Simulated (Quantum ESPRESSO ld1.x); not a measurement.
These are the eigenvalues of the occupied orbitals of an atom or ion with whole-number occupations (hartree). Calculated with ld1.x of Quantum ESPRESSO 7.5: scalar-relativistic Kohn-Sham, LDA (Slater exchange, Perdew-Wang correlation), spin-polarised, spherical densities, point nucleus.

1s up: -377.695
1s down: -377.647
2s up: -69.3804
2s down: -69.3250
2p up: -64.0313
2p down: -63.9814
3s up: -26.5237

Which element is it, and in what charge state? The configuration may be excited. Open shells, if any, are filled with parallel spins first.

Answer. Z = 30, zinc, charge +19: Zn19+ in [Ne] 3s1. The list shows which subshells hold electrons but not how many an open one holds; the 1s level, -377.7 hartree, gives Z - s = 27.5 by -(Z - s)^2/2, which with screening and relativity narrows Z to a few neighbours, and the depths of the outer levels then fix element, charge and occupations together.
